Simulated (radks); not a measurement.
P3+, configuration [Ne] 3s2. All-electron calculation, non-relativistic Kohn-Sham, exchange-only B88, spin-polarised, spherical densities, point nucleus. Program: a radial shooting solver on a logarithmic mesh with Libxc functionals.

Normalised radial functions P(r) = r R(r), r in bohr:

```
   r/bohr * 2s (the largest magnitude, 1.44, reaches the edge; | marks zero)
 0.004207                             | *
 0.004743                             |  *
 0.005348                             |  *
 0.005981                             |  *
 0.006744                             |  *
 0.007604                             |   *
 0.008573                             |   *
 0.009589                             |    *
  0.01081                             |    *
  0.01219                             |     *
  0.01363                             |     *
  0.01537                             |      *
  0.01733                             |       *
  0.01939                             |       *
  0.02186                             |        *
  0.02465                             |         *
  0.02779                             |         *
  0.03108                             |          *
  0.03505                             |          *
  0.03951                             |           *
   0.0442                             |           *
  0.04983                             |            *
  0.05618                             |            *
  0.06284                             |           *
  0.07085                             |           *
  0.07989                             |          *
  0.09007                             |        *
   0.1007                             |       *
   0.1136                             |     *
   0.1281                             |  *
   0.1433                             *
   0.1615                         *   |
   0.1821                     *       |
   0.2037                  *          |
   0.2297              *              |
    0.259          *                  |
    0.292       *                     |
   0.3266    *                        |
   0.3682   *                         |
   0.4151  *                          |
   0.4643  *                          |
   0.5236    *                        |
   0.5903      *                      |
   0.6603         *                   |
   0.7444            *                |
   0.8394                *            |
   0.9464                   *         |
    1.059                      *      |
    1.193                        *    |
    1.346                          *  |
    1.505                           * |
    1.697                            *|
    1.913                             *
     2.14                             *
    2.413                             *
    2.721                             *
    3.068                             *
    3.431                             *
    3.869                             *
    4.362                             *
    4.879                             *
    5.501                             *
```

2s: eigenvalue -210.03 eV, 1 radial node at r = 0.142 bohr, <r> = 0.521 bohr, 90 % of the charge inside 0.818 bohr.
